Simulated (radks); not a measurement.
Isoelectronic series with 16 electrons, all held in the configuration [Ne] 3s2 3p4, which need not be the ground one along the series. All-electron calculation, Dirac Kohn-Sham, LDA (Slater exchange, Perdew-Wang correlation), spin-unpolarised, spherical densities, finite nucleus; open shells fill j = l - 1/2 first; Fermi nuclear charge, rms radius of each element as measured or else 0.836 A^(1/3) + 0.57 fm. Program: a radial shooting solver on a logarithmic mesh with Libxc functionals. Total energies (hartree) and mean radii <r> (bohr) (* marks an orbital that is empty in some or all of the ions):

[
 {"ion": "Cu13+", "E (hartree)": "-1575.61857", "4s1/2*": "1.247", "3d5/2*": "0.5755", "3d3/2*": "0.5739", "3p3/2": "0.6177", "3p1/2": "0.6121"},
 {"ion": "Zn14+", "E (hartree)": "-1700.19612", "4s1/2*": "1.182", "3d5/2*": "0.5440", "3d3/2*": "0.5424", "3p3/2": "0.5878", "3p1/2": "0.5820"},
 {"ion": "Ga15+", "E (hartree)": "-1829.70788", "4s1/2*": "1.124", "3d5/2*": "0.5160", "3d3/2*": "0.5143", "3p3/2": "0.5606", "3p1/2": "0.5548"},
 {"ion": "Ge16+", "E (hartree)": "-1964.17393", "4s1/2*": "1.071", "3d5/2*": "0.4908", "3d3/2*": "0.4891", "3p3/2": "0.5359", "3p1/2": "0.5300"},
 {"ion": "As17+", "E (hartree)": "-2103.61568", "4s1/2*": "1.022", "3d5/2*": "0.4680", "3d3/2*": "0.4663", "3p3/2": "0.5133", "3p1/2": "0.5073"},
 {"ion": "Se18+", "E (hartree)": "-2248.05461", "4s1/2*": "0.9785", "3d5/2*": "0.4473", "3d3/2*": "0.4455", "3p3/2": "0.4925", "3p1/2": "0.4864"},
 {"ion": "Br19+", "E (hartree)": "-2397.51394", "4s1/2*": "0.9381", "3d5/2*": "0.4284", "3d3/2*": "0.4266", "3p3/2": "0.4734", "3p1/2": "0.4672"},
 {"ion": "Kr20+", "E (hartree)": "-2552.01739", "4s1/2*": "0.9010", "3d5/2*": "0.4111", "3d3/2*": "0.4092", "3p3/2": "0.4557", "3p1/2": "0.4494"},
 {"ion": "Rb21+", "E (hartree)": "-2711.58997", "4s1/2*": "0.8666", "3d5/2*": "0.3952", "3d3/2*": "0.3933", "3p3/2": "0.4393", "3p1/2": "0.4328"},
 {"ion": "Sr22+", "E (hartree)": "-2876.25741", "4s1/2*": "0.8347", "3d5/2*": "0.3804", "3d3/2*": "0.3785", "3p3/2": "0.4240", "3p1/2": "0.4174"}
]
